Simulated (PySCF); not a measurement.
Structure problem from calculated spectra and properties.

Elements present: C, F, H and N. Monoisotopic mass: 135.0484 u.

| Item | Value |
| --- | --- |
| Valence photoelectron | vertical ionisation energy: 9.46 eV [ΔSCF B3LYP/def2-SVPD] |
| Rotational structure | rotational constants A, B, C: 2.613, 0.816, 0.691 GHz [PBE0-D3(BJ)/def2-SVP] |
| 13C NMR | chemical shifts (computed TMS as zero) by class: 167.6 (1 C), 135.8 (1 C), 133.5 (1 C), 127.1 (1 C), 119.2 (1 C), 118.8 (1 C), 118.1 (1 C), 24.9 (1 C) ppm [GIAO B97-2/pcSseg-1] |
| UV, strongest line | among the 10 lowest singlet transitions: S4 at 6.65 eV (186 nm, f = 0.400) [TDDFT B3LYP/def2-SVPD] |
| Dipole | 3.88 D [B3LYP/def2-SVPD] |
| 1H NMR | chemical shifts (computed TMS as zero) by class: 7.47 (1 H), 7.12 (1 H), 7.12 (1 H), 7.01 (1 H), 3.25 (2 H) ppm [GIAO B97-2/pcSseg-1] |

Electronic properties: PySCF, gas phase, density fitting. Levels stand in brackets. Isolated species at its PBE0-D3(BJ)/def2-SVP geometry (one conformer only). Each NMR value is the plain mean over a class of atoms that symmetry, rotation or inversion makes alike.

Question: Which formula fits the mass and the elements?

Answer: C8H6FN (calculated 135.0484). No other formula that holds each of these elements comes within 0.0003 u with a fitting electron parity and a possible valence count.

Question: Give a SMILES that accounts for the data.

Answer: Numbering: `[N:1]#[C:2][CH2:3][c:4]1[cH:5][cH:6][cH:7][c:8]([F:9])[cH:10]1`. Its formula, C8H6FN, gives 6 degrees of unsaturation: 1 ring and 5 π bonds in the structure found (Kekulé form). 8 carbons fall into 8 classes; from least to most shielded: aromatic C–F carbon [C8] (167.6 ppm), substituted aromatic carbon [C4] (135.8 ppm), aromatic CH carbon [C6] (133.5 ppm), aromatic CH carbon [C5] (127.1 ppm), aromatic CH carbon [C10] (119.2 ppm), nitrile carbon [C2] (118.8 ppm), aromatic CH carbon [C7] (118.1 ppm), sp3 carbon next to a nitrile [C3] (24.9 ppm). Hydrogen classes from least to most shielded: 1 H on an aromatic CH carbon, C6 (7.47 ppm), 1 H on an aromatic CH carbon, C5 (7.12 ppm), 1 H on an aromatic CH carbon, C7 (7.12 ppm), 1 H on an aromatic CH carbon, C10 (7.01 ppm), 2 H on an sp3 carbon next to a nitrile, C3 (3.25 ppm). The first electron is taken from the HOMO, whose largest Löwdin shares are 0.23 on an aromatic CH carbon, 0.20 on the aromatic C–F carbon, 0.12 on an aromatic CH carbon and 0.11 on the aryl fluorine. The optimised geometry has point group C1 and is an asymmetric top. Structure: `N#CCC1=CC=CC(F)=C1`. Computed isomers that give other values at the same levels: `N#CCc1ccccc1F` (13C chemical shifts (computed TMS as zero) by class: 164.6 (1 C), 132.4 (1 C), 131.7 (1 C), 126.8 (1 C), 120.1 (1 C), 118.9 (1 C), 117.2 (1 C), 19.3 (1 C) ppm); `Fc1ccc2ccccn12` (smallest rotational constant: 0.890 GHz; this holds for the one conformer computed); `N#CCc1ccc(F)cc1` (rotational constant A: 3.673 GHz; this holds for the one conformer computed). The assignments are read from this structure; whether some other isomer fits the data as well wasn't checked.

Conformer computed: `[N:1]#[C:2][CH2:3][c:4]1[cH:5][cH:6][cH:7][c:8]([F:9])[cH:10]1`: C2–C3–C4–C5 86°.
